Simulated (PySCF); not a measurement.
**Polarisability and C₆ of Pd²⁺ (palladium, charge +2)**

[Kr] 4d7 5s1, high-spin 5F determinant (an excited configuration). Calculation: PySCF 2.14, in def2-QZVPPD with the def2 core potential (28 electrons); scalar relativity through the core potential. Coupled (time-dependent) response in atomic units; α is the mean over directions.

```
 method  mean α (bohr³)  C₆ (like pair)  S(−4)
    UHF           21.54           114.5  337.7
    PBE           16.18           87.20  152.4
   PBE0           17.13           91.61  180.6
r2SCANh           18.92           105.1  217.9
```

S(−4) is the Cauchy moment in α(ω) = α(0) + S(−4) ω² + …

Spin-orbit coupling is absent.

α(iu) at PBE:

| u (hartree) | α(iu) (bohr³) |
| --- | --- |
| 0 | 16.18 |
| 0.0500 | 15.81 |
| 0.100 | 14.83 |
| 0.200 | 12.15 |
| 0.300 | 9.760 |
| 0.500 | 6.754 |
| 0.750 | 4.837 |
| 1.00 | 3.744 |
| 1.50 | 2.501 |
| 2.00 | 1.798 |
| 3.00 | 1.046 |
| 5.00 | 0.4678 |

A single London oscillator, α(iu) = α/(1 + u²/ω²), gives C₆ = (3/4) ω α². Matching the computed C₆ needs ω = 4 × 87.20 / (3 × 16.18²) = 0.444 hartree.

For an ion, C₆ is the dispersion term alone; charge-induced terms of lower order in 1/R come first.

Energies and moments cover only the electrons outside the core potential.
